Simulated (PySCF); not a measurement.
# Stretching AsH⁺

Set-up: basis As cc-pVTZ-PP with ECP10, H cc-pVTZ; scalar-relativistic core potentials; PySCF 2.14. Energies in eV from As⁺ + H in their ground configurations at the same level. State: ²Π (doublet), unpaired electrons π ↑.

| R (Å) | PBE0 | UHF-CCSD(T) |
| --- | --- | --- |
| 1.321 | -2.506 |  |
| 1.382 | -2.810 | -2.903 |
| 1.444 | -2.984 | -3.058 |
| 1.490 | -3.049 | -3.108 |
| 1.536 | -3.069 | -3.114 |
| 1.582 | -3.051 | -3.083 |
| 1.643 | -2.981 | -2.999 |
| 1.720 | -2.838 | -2.843 |
| 1.812 | -2.610 | -2.608 |
| 1.935 | -2.251 |  |

Problem. Put a parabola through the three lowest points of the PBE0 curve and estimate Re, k and ωe (reduced mass 0.9944 u; 1 eV/Å² = 0.16022 mdyn/Å; ωe = 1302.8·√(k/μ) cm⁻¹).

Solution. Through R = 1.49, 1.536, 1.582 Å the second-order coefficient is 8.98 eV/Å², so Re ≈ 1.537 Å, k ≈ 2.88 mdyn/Å and ωe ≈ 2216 cm⁻¹. A polynomial fit of higher order to the unrounded PBE0 energies gives Re = 1.535 Å, k = 2.80 mdyn/Å, ωe = 2187 cm⁻¹; anharmonicity and rounding make the difference.

The higher-order fit for each curve: PBE0: Re = 1.535 Å, ωe = 2187 cm⁻¹, De = 3.07 eV; UHF-CCSD(T): Re = 1.519 Å, ωe = 2241 cm⁻¹, De = 3.12 eV.

Correlated steps freeze 4 core orbitals. Spin–orbit coupling is left out. For an ion De counts to the pair picked by the measured ionisation energies or electron affinities, which need not be the lowest pair at this level. The state was picked by a PBE0 search and need not be the measured ground state.
